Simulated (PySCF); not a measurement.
Compound: C₅H₆ClFO₂.
SMILES with atom numbers: `[CH3:1][C:2](=[O:3])/[CH:4]=[C:5](/[Cl:6])[O:7][CH2:8][F:9]` (hydrogens: H10, H11, H12 on C1; H13 on C4; H14, H15 on C8)

Method: TDDFT B3LYP/def2-SVPD, vertical, gas phase, core orbitals frozen in the response (PySCF 2.14.0, density-fitted response routines). Isolated species at its GFN2-xTB geometry (one conformer only). Torsions of this conformer, `[CH3:1][C:2](=[O:3])/[CH:4]=[C:5](/[Cl:6])[O:7][CH2:8][F:9]`: C1–C2–C4–C5 -2°, C4–C5–O7–C8 -176°, C5–O7–C8–F9 173°.

Problem. List the vertical singlet excitations with oscillator strengths and describe the spectrum.

Solution. 

```csv
state,E (eV),λ (nm),ν̃ (cm⁻¹),f,"main configurations (H = HOMO, L = LUMO)"
S1,3.80,326.6,30620,0.0001,H→L (98%)
S2,5.35,231.8,43150,0.348,"H-1→L (85%), H→L+1 (9%)"
S3,5.62,220.5,45360,0.0031,H-1→L+1 (95%)
S4,5.92,209.5,47730,0.149,"H→L+1 (89%), H-1→L (8%)"
S5,6.53,189.8,52680,0.0056,H-1→L+2 (89%)
S6,6.57,188.8,52950,0.030,H→L+2 (85%)
S7,6.67,186.0,53760,0.0009,"H→L+5 (74%), H→L+6 (8%)"
S8,6.96,178.2,56120,0.0006,H-2→L (88%)
```

Triplets (Tamm–Dancoff): T1 3.34 eV, H→L (95%); T2 3.45 eV, H-1→L (96%); T3 5.35 eV, H-1→L+1 (92%).

The lowest singlet comes at 327 nm (366 kJ/mol) in the ultraviolet; it is dark (f under 0.0005); its leading configuration is HOMO→LUMO (98%). The most intense listed level is S2 at 5.35 eV (232 nm, f = 0.348), 1.55 eV above S1. Löwdin shares by element: HOMO oxygen 66% or more, carbon 29% or more; LUMO carbon 56% or more, oxygen 20% or more (atoms not listed hold the other 23%). The listed states span 3.16 eV, and the widest gap between neighbours is 1.55 eV (S1 to S2). Weighted by f, the mean energy of these states is 5.59 eV. Orbital energies (eV): HOMO-3 -9.99, HOMO-2 -9.88, HOMO-1 -7.37, HOMO -7.14, LUMO -1.85, LUMO+1 -0.62, LUMO+2 0.14. The window holds the lowest 8 singlets.
